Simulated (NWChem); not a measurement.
C₄H₄ClF; SMILES ClC=C=C(F)C

Program: NWChem. Structure relaxed at the B3LYP/6-31G* (spherical d) level.

Task: Among these, which level gives the highest value of “orbital gap (eV)”?
A) PBE0/pcseg-2
B) PBE0/def2-SVP
C) PBE0/STO-3G
D) PBE0/pcseg-1

Result: C, PBE0/STO-3G. Values: PBE0/pcseg-2 6.97; PBE0/pcseg-1 7.02; PBE0/def2-SVP 7.09; PBE0/STO-3G 7.38
